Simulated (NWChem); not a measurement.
System: CH4STe; SMILES S[Te]C

The following NWChem deck was run.

```
start job
memory heap 200 mb stack 900 mb global 1100 mb
geometry units angstroms noautosym nocenter noautoz
  Te    -0.334886    -0.426925     0.008199
  C      1.716631    -1.089175     0.008131
  H      1.698256    -2.184063     0.112355
  H      2.238200    -0.642828     0.863359
  H      2.202929    -0.811823    -0.934868
  S      0.114122     1.942971     0.061107
  H      0.178446     2.138376    -1.276221
end
basis spherical
  * library def2-svpd
end
ecp
  Te library def2-ecp
end
dft
  xc b3lyp
  iterations 150
end
property
  response 1 0.0
end
task dft property
```

The geometry was optimised at PBE0/def2-SVP. No frequency run checked for a minimum. def2 effective core potentials on Te; no spin-orbit coupling.

Static field.

Question: What results follow from this input? (B3LYP/def2-SVPD with def2 effective core potentials on Te.) Quantities: isotropic polarisability (bohr³); anisotropy (bohr³).

Answer: 
| Property | Result |
|---|---|
| isotropic polarisability (bohr³) | 79.2 |
| anisotropy (bohr³) | 28.3 |
